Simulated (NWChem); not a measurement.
System: PH, triplet; SMILES [PH]

Parts of the log:

```
             Northwest Computational Chemistry Package (NWChem) 7.3.0
             --------------------------------------------------------

 ORDER OF PRIMARY AXIS IS BEING SET TO 4
 C4V symmetry detected

                             Geometry "geometry" -> ""
                             -------------------------

 Output coordinates in angstroms (scale by  1.889725989 to convert to a.u.)

  No.       Tag          Charge          X              Y              Z
 ---- ---------------- ---------- -------------- -------------- --------------
    1 P                   15.0000     0.00000000     0.00000000    -0.08926094
    2 H                    1.0000     0.00000000     0.00000000     1.33891406

 Effective nuclear repulsion energy (a.u.)       5.5579034327

      Symmetry information
      --------------------

 Group name             C4v
 Group number             18
 Group order               8
 No. of unique centers     2

  pbe96 is a nonlocal functional; adding pw91lda local functional.

                                 NWChem DFT Module
                                 -----------------

 Summary of "ao basis" -> "ao basis" (spherical)
 ------------------------------------------------------------------------------
       Tag                 Description            Shells   Functions and Types
 ---------------- ------------------------------  ------  ---------------------
 P                         def2-tzvpp               14       42   5s5p3d1f
 H                         def2-tzvpp                6       14   3s2p1d

      Symmetry analysis of basis
      --------------------------

        a1         20
        a2          0
        b1          5
        b2          5
        e          26

            General Information
            -------------------
          SCF calculation type: DFT
          Wavefunction type:  spin polarized.
          No. of atoms     :     2
          No. of electrons :    16
           Alpha electrons :     9
            Beta electrons :     7
          Charge           :     0
          Spin multiplicity:     3
          Use of symmetry is: on ; symmetry adaption is: on
          Maximum number of iterations: 150
          AO basis - number of functions:    56
                     number of shells:    20
          Convergence on energy requested:  1.00D-06
          Convergence on density requested:  1.00D-05
          Convergence on gradient requested:  5.00D-04

              XC Information
              --------------
          PerdewBurkeErnzerhof Exchange Functional  1.000
            Perdew 1991 LDA Correlation Functional  1.000 local
           PerdewBurkeErnz. Correlation Functional  1.000 non-local

             Grid Information
             ----------------
          Grid used for XC integration:  medium
          Radial quadrature: Mura-Knowles
          Angular quadrature: Lebedev.
          Tag              B.-S. Rad. Rad. Pts. Rad. Cut. Ang. Pts.
          ---              ---------- --------- --------- ---------
          P                   1.00       88           7.0       590
          H                   0.35       45           7.0       434
          Grid pruning is: on
          Number of quadrature shells:   133
          Spatial weights used:  Erf1

      Superposition of Atomic Density Guess
      -------------------------------------

 Sum of atomic energies:        -341.15092351

      Non-variational initial energy
      ------------------------------

 Total energy =    -341.012223
 1-e energy   =    -482.761461
 2-e energy   =     136.191335
 HOMO         =      -0.180900
 LUMO         =      -0.180900

 !!!!!!!!!!!!!!!!!!!!!!!!!!!!!!!!!!!!!!!!!!!!!!!!!!!!!!!!!!!!!!!!!!!!!!
 Warning - the HOMO and LUMO are degenerate and you are using symmetry.
 This can lead to non-variational energies and poor convergence.
 Modify the initial guess, or use an open-shell wavefunction, or turn
 off symmetry.
 !!!!!!!!!!!!!!!!!!!!!!!!!!!!!!!!!!!!!!!!!!!!!!!!!!!!!!!!!!!!!!!!!!!!!!

   Symmetry analysis of molecular orbitals - initial alpha
   -------------------------------------------------------

 !! scf_movecs_sym_adapt:   10 vectors were symmetry contaminated

  Symmetry fudging

 !! scf_movecs_sym_adapt:   10 vectors were symmetry contaminated

  Numbering of irreducible representations:

     1 a1          2 a2          3 b1          4 b2          5 e

  Orbital symmetries:

     1 a1          2 a1          3 a1          4 e           5 e
     6 a1          7 a1          8 e           9 e          10 a1
    11 a1         12 e          13 e          14 a1         15 e
    16 e          17 b1         18 b2         19 a1

   Symmetry analysis of molecular orbitals - initial beta
   ------------------------------------------------------

 !! scf_movecs_sym_adapt:   10 vectors were symmetry contaminated

  Symmetry fudging

 !! scf_movecs_sym_adapt:   10 vectors were symmetry contaminated

  Numbering of irreducible representations:

     1 a1          2 a2          3 b1          4 b2          5 e

  Orbital symmetries:

     1 a1          2 a1          3 a1          4 e           5 e
     6 a1          7 a1          8 e           9 e          10 a1
    11 a1         12 e          13 e          14 a1         15 e
    16 e          17 b1         18 b2         19 a1

     ---------------------------------------------
      Total Density - Mulliken Population Analysis
     ---------------------------------------------

    Atom       Charge   Shell Charges
 -----------   ------   -------------------------------------------------------
    1 P   15    15.02   2.01  0.54  1.43  1.12  0.82  4.16  1.71  0.60  1.44  1.18  0.00  0.01  0.02  0.00
    2 H    1     0.98   0.22  0.52  0.22  0.00  0.02  0.00

     --------------------------------------------
      Spin Density - Mulliken Population Analysis
     --------------------------------------------

    Atom       Charge   Shell Charges
 -----------   ------   -------------------------------------------------------
    1 P   15     1.98   0.00  0.00  0.00  0.00  0.00  0.04 -0.03  0.26  0.86  0.85  0.00  0.00  0.00  0.00
    2 H    1     0.02   0.00  0.00  0.00  0.00  0.01  0.00

   convergence    iter        energy       DeltaE   RMS-Dens  Diis-err
 ---------------- ----- ----------------- --------- --------- ---------
 d= 0,ls=0.0,diis     1   -341.7022360074 -3.47D+02  5.32D-03  1.15D-01
                                                     2.43D-03  9.92D-02
 d= 0,ls=0.0,diis     2   -341.7177334238 -1.55D-02  2.65D-03  7.15D-03
                                                     2.50D-03  5.31D-03
 d= 0,ls=0.0,diis     3   -341.7205163381 -2.78D-03  9.15D-04  3.75D-03
                                                     7.32D-04  2.70D-03
 d= 0,ls=0.0,diis     4   -341.7220272831 -1.51D-03  8.75D-05  1.81D-05
                                                     5.66D-05  1.11D-05
 d= 0,ls=0.0,diis     5   -341.7220364851 -9.20D-06  1.08D-05  3.13D-07
                                                     2.21D-05  4.82D-07
 d= 0,ls=0.0,diis     6   -341.7220367113 -2.26D-07  9.71D-06  3.21D-07
                                                     7.91D-06  1.92D-07

         Total DFT energy =     -341.722036711343
      One electron energy =     -483.318777274846
           Coulomb energy =      159.426673996632
    Exchange-Corr. energy =      -23.387836865829
 Nuclear repulsion energy =        5.557903432699

 Numeric. integr. density =       15.999999593142

                  Occupations of the irreducible representations
                  ----------------------------------------------

                     irrep           alpha         beta
                     --------     --------     --------
                     a1                5.0          5.0
                     a2                0.0          0.0
                     b1                0.0          0.0
                     b2                0.0          0.0
                     e                 4.0          2.0

                    DFT Final Alpha Molecular Orbital Analysis
                    ------------------------------------------

 Vector    7  Occ=1.000000D+00  E=-3.116787D-01  Symmetry=a1
              MO Center= -2.3D-16, -5.7D-16,  1.7D-01, r^2= 1.9D+00
   Bfn.  Coefficient  Atom+Function         Bfn.  Coefficient  Atom+Function
  ----- ------------  ---------------      ----- ------------  ---------------
    17      0.373895  1 P  pz                 5     -0.307661  1 P  s
     4     -0.268033  1 P  s                 44      0.242149  2 H  s
    20      0.173211  1 P  pz                 3      0.171626  1 P  s
    14      0.164338  1 P  pz                43      0.156689  2 H  s
    45      0.154155  2 H  s                  8     -0.149198  1 P  pz

 Vector    8  Occ=1.000000D+00  E=-2.252200D-01  Symmetry=e
              MO Center= -2.0D-13,  6.7D-14, -4.2D-02, r^2= 1.8D+00
   Bfn.  Coefficient  Atom+Function         Bfn.  Coefficient  Atom+Function
  ----- ------------  ---------------      ----- ------------  ---------------
    15      0.514884  1 P  px                18      0.362360  1 P  px
    12      0.207719  1 P  px                 6     -0.183232  1 P  px
    16     -0.172568  1 P  py                19     -0.121448  1 P  py
     9     -0.081713  1 P  px                13     -0.069619  1 P  py
     7      0.061412  1 P  py                10      0.027387  1 P  py

 Vector    9  Occ=1.000000D+00  E=-2.252200D-01  Symmetry=e
              MO Center=  5.2D-16,  1.6D-16, -4.2D-02, r^2= 1.8D+00
   Bfn.  Coefficient  Atom+Function         Bfn.  Coefficient  Atom+Function
  ----- ------------  ---------------      ----- ------------  ---------------
    16      0.514884  1 P  py                19      0.362360  1 P  py
    13      0.207719  1 P  py                 7     -0.183232  1 P  py
    15      0.172568  1 P  px                18      0.121448  1 P  px
    10     -0.081713  1 P  py                12      0.069619  1 P  px
     6     -0.061412  1 P  px                 9     -0.027387  1 P  px

 Vector   10  Occ=0.000000D+00  E=-9.708066D-04  Symmetry=a1
              MO Center=  1.6D-15, -1.1D-15,  3.6D-01, r^2= 3.7D+00
   Bfn.  Coefficient  Atom+Function         Bfn.  Coefficient  Atom+Function
  ----- ------------  ---------------      ----- ------------  ---------------
    45      1.539893  2 H  s                 20     -1.025108  1 P  pz
     5     -0.965312  1 P  s                 17     -0.354811  1 P  pz
    44      0.268423  2 H  s                  4     -0.201591  1 P  s
     3      0.140153  1 P  s                 14     -0.135693  1 P  pz
    43      0.120971  2 H  s                  8      0.108096  1 P  pz

 Vector   11  Occ=0.000000D+00  E= 1.355272D-01  Symmetry=a1
              MO Center=  1.2D-13, -4.8D-14,  1.1D+00, r^2= 3.4D+00
   Bfn.  Coefficient  Atom+Function         Bfn.  Coefficient  Atom+Function
  ----- ------------  ---------------      ----- ------------  ---------------
    45      1.306290  2 H  s                 44     -0.527776  2 H  s
     4     -0.486768  1 P  s                 33     -0.399962  1 P  d  0
    17     -0.396001  1 P  pz                20      0.247390  1 P  pz
     3      0.142174  1 P  s                  5     -0.133617  1 P  s
    28     -0.116292  1 P  d  0              51     -0.089413  2 H  pz

 Vector   12  Occ=0.000000D+00  E= 1.980503D-01  Symmetry=e
              MO Center=  3.6D-15, -4.2D-15, -2.5D-01, r^2= 4.0D+00
   Bfn.  Coefficient  Atom+Function         Bfn.  Coefficient  Atom+Function
  ----- ------------  ---------------      ----- ------------  ---------------
    19      0.962079  1 P  py                16     -0.790139  1 P  py
    18      0.735268  1 P  px                15     -0.603863  1 P  px
    32     -0.334034  1 P  d -1              34      0.255285  1 P  d  1
     7      0.102295  1 P  py                27     -0.081946  1 P  d -1
     6      0.078179  1 P  px                29      0.062627  1 P  d  1

                     DFT Final Beta Molecular Orbital Analysis
                     -----------------------------------------

 Vector    5  Occ=1.000000D+00  E=-4.535764D+00  Symmetry=e
              MO Center=  1.7D-17,  5.0D-18, -8.9D-02, r^2= 8.3D-02
   Bfn.  Coefficient  Atom+Function         Bfn.  Coefficient  Atom+Function
  ----- ------------  ---------------      ----- ------------  ---------------
     6      0.693865  1 P  px                 9      0.329563  1 P  px
     7      0.182876  1 P  py                10      0.086860  1 P  py
    12      0.072691  1 P  px

 Vector    6  Occ=1.000000D+00  E=-5.086890D-01  Symmetry=a1
              MO Center=  4.1D-16,  4.8D-16,  3.9D-01, r^2= 1.2D+00
   Bfn.  Coefficient  Atom+Function         Bfn.  Coefficient  Atom+Function
  ----- ------------  ---------------      ----- ------------  ---------------
     4      0.617620  1 P  s                  3     -0.396445  1 P  s
     5      0.330839  1 P  s                 44      0.163568  2 H  s
    43      0.122413  2 H  s                 17      0.083005  1 P  pz
     2      0.082256  1 P  s                  1      0.070546  1 P  s
    45      0.059686  2 H  s                 14      0.047233  1 P  pz

 Vector    7  Occ=1.000000D+00  E=-2.888411D-01  Symmetry=a1
              MO Center= -9.8D-16,  1.8D-17,  3.9D-02, r^2= 1.9D+00
   Bfn.  Coefficient  Atom+Function         Bfn.  Coefficient  Atom+Function
  ----- ------------  ---------------      ----- ------------  ---------------
     5      0.375639  1 P  s                 17     -0.327456  1 P  pz
     4      0.316721  1 P  s                 44     -0.276861  2 H  s
     3     -0.205650  1 P  s                 14     -0.170307  1 P  pz
    20     -0.168468  1 P  pz                45     -0.167161  2 H  s
    43     -0.148547  2 H  s                  8      0.145738  1 P  pz

 Vector    8  Occ=0.000000D+00  E=-1.433588D-01  Symmetry=e
              MO Center= -3.2D-15,  1.1D-13, -5.6D-02, r^2= 2.0D+00
   Bfn.  Coefficient  Atom+Function         Bfn.  Coefficient  Atom+Function
  ----- ------------  ---------------      ----- ------------  ---------------
    19      0.464121  1 P  py                16      0.455285  1 P  py
    13      0.229103  1 P  py                 7     -0.188143  1 P  py
    10     -0.081310  1 P  py                50      0.033930  2 H  py

 Vector    9  Occ=0.000000D+00  E=-1.433588D-01  Symmetry=e
              MO Center= -4.1D-15,  1.0D-16, -5.6D-02, r^2= 2.0D+00
   Bfn.  Coefficient  Atom+Function         Bfn.  Coefficient  Atom+Function
  ----- ------------  ---------------      ----- ------------  ---------------
    18      0.464121  1 P  px                15      0.455285  1 P  px
    12      0.229103  1 P  px                 6     -0.188143  1 P  px
     9     -0.081310  1 P  px                49      0.033930  2 H  px

 Vector   10  Occ=0.000000D+00  E= 2.049171D-02  Symmetry=a1
              MO Center=  1.7D-16,  4.6D-16,  4.9D-01, r^2= 3.9D+00
   Bfn.  Coefficient  Atom+Function         Bfn.  Coefficient  Atom+Function
  ----- ------------  ---------------      ----- ------------  ---------------
    45      1.705714  2 H  s                  5     -1.087897  1 P  s
    20     -1.083242  1 P  pz                17     -0.368510  1 P  pz
    44      0.250774  2 H  s                  4     -0.238121  1 P  s
     3      0.166790  1 P  s                 14     -0.133386  1 P  pz
     8      0.108717  1 P  pz                43      0.108669  2 H  s

     ---------------------------------------------
      Total Density - Mulliken Population Analysis
     ---------------------------------------------

    Atom       Charge   Shell Charges
 -----------   ------   -------------------------------------------------------
    1 P   15    15.04   2.01  0.52  1.44  1.17  0.78  4.17  1.66  0.70  1.63  0.91  0.00  0.02  0.03  0.00
    2 H    1     0.96   0.24  0.51  0.18  0.00  0.02  0.00

[...]
```

Level: PBE/def2-TZVPP, spin-unrestricted. Structure relaxed at the PBE0-D3(BJ)/def2-TZVP, spin-unrestricted level. No stability test was run on the SCF state.

Problem. Reconstruct the input file.

Solution. Several could match; the one computed here: the input that was run:
```
start job
memory heap 200 mb stack 900 mb global 1100 mb
geometry units angstroms noautoz
  P      0.000000     0.000000    -0.102086
  H      0.000000     0.000000     1.326089
end
basis spherical
  * library def2-tzvpp
end
dft
  odft
  mult 3
  xc xpbe96 cpbe96
  iterations 150
  mulliken
end
task dft energy
```
